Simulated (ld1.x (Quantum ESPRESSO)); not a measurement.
## Configuration tests for Ti (Z = 22) (ultrasoft)

```
Element                 : titanium
Generator               : ld1.x (Quantum ESPRESSO) 7.5
Type                    : ultrasoft
Functional              : BLYP
Relativity              : scalar-relativistic
Frozen core             : [Ar]
Valence charge          : 4
Reference configuration : 3d2 4s1.75 4p0.25
Partial waves           : 4s (bound): rcut 2.20, rcutus 2.90 bohr; 4s channel at 0.05 Ry: rcut 2.20, rcutus 2.90 bohr; 4p (bound): rcut 3.00, rcutus 3.35 bohr; 4p channel at 1.35 Ry: rcut 3.00, rcutus 3.35 bohr; 3d (bound): rcut 1.70, rcutus 2.40 bohr; 3d channel at 3.2 Ry: rcut 1.70, rcutus 2.40 bohr
Local potential         : all-electron potential smoothed inside 1.95 bohr (lloc = -1)
Core correction         : a·sin(br)/r model core inside 1.30 bohr
Augmentation charge     : PSQ, radius 1.30 bohr
```

Energies are relative to the spin-unpolarised reference configuration 3d2 4s1.75 4p0.25; without spin polarisation the order of configurations can differ from experiment. The frozen-core shift is the all-electron ΔE with the core orbitals held at their reference shape minus the fully relaxed ΔE.

```tsv
valence configuration	charge	ΔE all-electron (eV)	error AE − PS (meV)	frozen-core shift (meV)
3d2 4s2 4p0	0	-0.756	0.0	0.0
3d2 4s1 4p0	+1	6.531	-1.0	+1.3
3d2 4s0 4p0	+2	20.249	-12	+12
3d1 4s0 4p0	+3	47.194	-677	+680
3d3 4s1 4p0	0	0.358	-69	+85
3d1 4s2 4p0	+1	8.875	-94	+306
3d2 4s1.5 4p0	+0.5	2.131	-0.2	+0.3
```

These tests converged, but a pseudo level misses the all-electron one widely, so the file describes the atom poorly there or has found another state: 3d1 4s0 4p0: empty 4s by 5.1 eV (a node warning on the way).
